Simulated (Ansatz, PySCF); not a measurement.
Spin states of F2W (SMILES [F][W][F]), each relaxed with B3LYP-D3(BJ)/def2-TZVP.
State 1 (charge 0, multiplicity 3):
```xyz
3

W     -0.00970     0.01654    -0.02284
F     -0.23654     1.37155    -1.23382
F      0.21308    -1.34062     1.18634
```
State 2 (charge 0, multiplicity 1):
```xyz
3

W     -0.011     0.016    -0.023
F     -0.236     1.371    -1.233
F      0.213    -1.339     1.186
```

Singlets are restricted, other states unrestricted; no spin–orbit coupling, no relativity up to Kr; see below for the cores. The largest T1 diagnostic is 0.022.

Correlated levels freeze the inner cores; with def2 sets outer-core shells near the valence are correlated too.

The values were computed with Ansatz (Gaussian orbitals); PySCF for the dispersion terms.  In def2 rows elements past Kr take small-core potentials, without spin–orbit coupling.

```csv
level,energy of the multiplicity-1 state less that of the multiplicity-3 state (kcal/mol)
PBE/def2-TZVPP,21.24
PBE-D4/def2-TZVPP,21.24
BLYP/def2-TZVPP,18.36
BLYP-D4/def2-TZVPP,18.36
B97M-V/def2-TZVPP,…
B2PLYP/def2-TZVPP,19.30
B2PLYP-D3(BJ)/def2-TZVPP,19.30
B2PLYP-D4/def2-TZVPP,19.30
CCSD(T)/def2-TZVPP,…
```

Task: What belongs in the gaps?

Result: 
- B97M-V/def2-TZVPP, energy of the multiplicity-1 state less that of the multiplicity-3 state (kcal/mol): 14.37
- CCSD(T)/def2-TZVPP, energy of the multiplicity-1 state less that of the multiplicity-3 state (kcal/mol): 17.36

Doubts at one or more of the structures used: a restricted determinant that unrestricted orbitals would lower (B2PLYP/def2-TZVPP, B2PLYP-D3(BJ)/def2-TZVPP, B2PLYP-D4/def2-TZVPP, CCSD(T)/def2-TZVPP).

Ansatz is a first-principles code.
